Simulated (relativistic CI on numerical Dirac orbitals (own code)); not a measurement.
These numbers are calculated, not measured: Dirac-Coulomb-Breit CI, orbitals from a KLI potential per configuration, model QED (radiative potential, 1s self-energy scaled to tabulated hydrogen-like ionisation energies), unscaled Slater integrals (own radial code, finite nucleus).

Configurations in the expansion (outside the closed core 1s2): 2s, 2p, 3s, 3p, 3d, 4s, 4p, 4d, 4f, 5s, 5p, 5d, 5f, 5g, 6s, 6p, 6d. Levels of other configurations are missing.

At this charge energies of transitions that change n are usually good to better than 1 %, and those within a shell (Δn = 0) to a few per cent.

Outline of the computed level scheme of Sc XIX. Lowest level of each configuration: 2s 2S_1/2 at 0.000 eV; 2p 2P°_1/2 at 38.172 eV; 3s 2S_1/2 at 724.635 eV; 3p 2P°_1/2 at 735.217 eV; 3d 2D_3/2 at 740.998 eV; 4s 2S_1/2 at 973.474 eV; 4p 2P°_1/2 at 977.830 eV; 4d 2D_3/2 at 980.239 eV; 4f 2F°_5/2 at 980.568 eV.

Some strong electric-dipole decays among the lowest 15 levels: 3d 2D_5/2 → 2p 2P°_3/2 (8.6e+12 s⁻¹); 3d 2D_3/2 → 2p 2P°_1/2 (7.2e+12 s⁻¹); 3p 2P°_1/2 → 2s 2S_1/2 (2.9e+12 s⁻¹); 3p 2P°_3/2 → 2s 2S_1/2 (2.8e+12 s⁻¹); 4d 2D_5/2 → 2p 2P°_3/2 (2.8e+12 s⁻¹); 4d 2D_3/2 → 2p 2P°_1/2 (2.4e+12 s⁻¹); 4f 2F°_7/2 → 3d 2D_5/2 (1.8e+12 s⁻¹); 4f 2F°_5/2 → 3d 2D_3/2 (1.7e+12 s⁻¹).
